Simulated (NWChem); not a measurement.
Species: C₂H₄O₂Si; SMILES O=C1OC[SiH2]1

```xyz
9

O      0.5324    -2.0289     0.0000
C      0.1606    -0.8889     0.0000
O     -1.1775    -0.5065     0.0000
C     -1.1418     0.9609     0.0000
Si     0.7755     0.9723     0.0000
H     -1.6529     1.3498    -0.9038
H     -1.6529     1.3498     0.9038
H      1.4699     1.4757     1.2328
H      1.4699     1.4757    -1.2328
```
Atoms are numbered in this order, from 1.

Level: PBE-D3(BJ)/def2-SVP (NWChem), optimised geometry, unscaled harmonic frequencies. 

Task: List the harmonic frequencies with IR intensities, and the thermochemistry.

Result: 
```csv
frequency (cm⁻¹),IR intensity (km/mol)
141,2.2
332,10.9
357,1.3
479,1.3
524,5.5
618,12.3
655,3.0
707,34.3
728,19.5
806,17.0
900,70.0
935,92.8
1002,151.7
1134,0.8
1202,16.2
1409,4.1
1859,348.4
2170,61.4
2190,83.8
3005,16.2
3069,5.3
```

```
Quantity                                                                            Value
-----------------------------------------------------------------------  ----------------
zero-point energy                                                           34.6 kcal/mol
thermal correction to the enthalpy at 298.15 K (with zero-point energy)     38.6 kcal/mol
heat capacity Cv                                                         19.6 cal/(mol K)
entropy at 298.15 K and 1 atm (symmetry number 1)                        73.8 cal/(mol K)
dipole moment                                                                      3.82 D
```

Rigid rotor and harmonic oscillator.
